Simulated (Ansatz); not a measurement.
F₄Zr, triplet, at a GFN2-xTB geometry (such geometries of metal compounds can be far from the true shape) (the multiplicity is a formal guess) (core potentials on Zr). Base run: R2SCAN/def2-SVP (Ansatz, an electronic-structure program).

Here is a job for Ansatz.
Ansatz 0.2 input:
```yaml
crystal:
  periodic: [false, false, false]
  atoms:
    - {symbol: Zr, position_ang: [0.00000000, -0.00000000, -0.00000000]}
    - {symbol: F, position_ang: [1.32167287, 0.54618647, -1.30037845]}
    - {symbol: F, position_ang: [1.15448737, -0.89461969, 1.26607166]}
    - {symbol: F, position_ang: [-1.37085876, -0.64975958, -1.19778199]}
    - {symbol: F, position_ang: [-1.10530148, 0.99819279, 1.23208877]}
basis:
  gaussian:
    orbitals: def2-SVP
hamiltonian:
  xc: r2scan
magnetization: {spin_polarized: true, initial_magnetization: 2}
```

Each row names what was changed in the base input (with any setting that the change needs).

```tsv
change	basis functions	E (Eh)	core-seconds (rough)	outcome
base	87	-446.05916	70	converged
basis = def2-QZVP	-	-	-	cut at the time limit
basis = def2-QZVPP	-	-	-	cut at the time limit
basis = def2-TZVPD	-	-	-	cut at the time limit
basis = def2-SV(P)	80	-446.03833	100	converged
basis = def2-TZVP	164	-446.56376	200	converged
```

Totals compare only among sets that treat the same electrons; sets with core potentials leave the core out.
